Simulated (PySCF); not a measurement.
A series of related molecules.

All values: CAM-B3LYP/def2-SVPD (PySCF) at PBE0-D3(BJ)/def2-SVP geometries, gas phase, one conformer each. Core orbitals are frozen in the response; Δα² is half the sum of the squared differences of the principal polarisabilities. Atoms past krypton carry effective core potentials. The calculation is non-relativistic apart from the core potentials, for germanium and bromine too.

Task: Rank by HOMO energy, lowest first.
A. GeEtBr3, `C[CH2][Ge]([Br])([Br])[Br]`
B. GeEtF3, `C[CH2][Ge]([F])([F])[F]`
C. GeEt(SiH3)3, `C[CH2][Ge]([SiH3])([SiH3])[SiH3]`

Result: B (-11.29 eV), A (-9.68 eV), C (-8.83 eV).

Task: Rank by polarisability anisotropy Δα, lowest first.
A. `C[CH2][Ge]([I])([I])[I]` (GeEtI3)
B. `C[CH2][Ge]([Br])([Br])[Br]` (GeEtBr3)
C. `C[CH2][Ge]([SiH3])([SiH3])[SiH3]` (GeEt(SiH3)3)

Result: B (1.72 Å³), C (2.17 Å³), A (4.07 Å³).

Task: Rank by vertical ionisation energy (ΔSCF), lowest first.
A. `C[CH2][Ge]([I])([I])[I]` (GeEtI3)
B. `C[CH2][Ge]([F])([F])[F]` (GeEtF3)
C. `C[CH2][Ge]([Br])([Br])[Br]` (GeEtBr3)

Result: A (9.44 eV), C (10.51 eV), B (12.27 eV).

All values together:

```csv
SMILES,formula,μ (D),HOMO (eV),LUMO (eV),α (Å³),Δα (Å³),electrons,α per electron (Å³),ΔSCF removal energy (eV)
C[CH2][Ge]([Br])([Br])[Br],C2H5Br3Ge,2.75,-9.68,-0.94,17.72,1.72,154,0.115,10.51
C[CH2][Ge]([F])([F])[F],C2H5F3Ge,4.15,-11.29,0.24,7.61,1.60,76,0.100,12.27
C[CH2][Ge]([SiH3])([SiH3])[SiH3],C2H14GeSi3,1.03,-8.83,0.76,22.39,2.17,100,0.224,–
C[CH2][Ge]([I])([I])[I],C2H5GeI3,2.19,-8.71,-1.64,24.36,4.07,208,0.117,9.44
```

A dash marks a removal energy that wasn't run or isn't settled.
